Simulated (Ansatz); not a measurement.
CH3ClO2Si, SMILES `ClC1O[SiH2]O1`, relaxed with RKS PBE0-D4/def2-TZVP in Ansatz 0.2.0 from a PBE-D4/def2-SVP geometry. The force threshold is 0.005 eV/Å; the program also tests the step.

Total charge 0; spin multiplicity 1.

Start:

```xyz
8

Cl   -0.787    2.179   -0.937
C    -0.505    0.385   -0.816
O     0.872    0.088   -0.706
Si    0.543   -0.575    0.844
O    -1.051   -0.140    0.376
H    -0.967   -0.046   -1.729
H     0.780   -2.049    0.952
H     1.115    0.158    2.017
```

How much energy does the relaxation release, and in how many steps? (Best estimate.)

The calculation gave: 7.52 kJ/mol, in 6 steps.

Which bonds change most? (Estimate.)

The calculation gave: O3–Si4 from 1.718 to 1.674 Å; Si4–O5 from 1.718 to 1.674 Å; Cl1–C2 from 1.820 to 1.787 Å.

Give the relaxed structure. (An estimate is asked.)

Ansatz gave: 
```xyz
8

Cl   -0.784    2.147   -0.938
C    -0.500    0.387   -0.806
O     0.867    0.095   -0.680
Si    0.530   -0.565    0.822
O    -1.028   -0.131    0.386
H    -0.946   -0.059   -1.695
H     0.761   -2.021    0.925
H     1.099    0.148    1.986
```
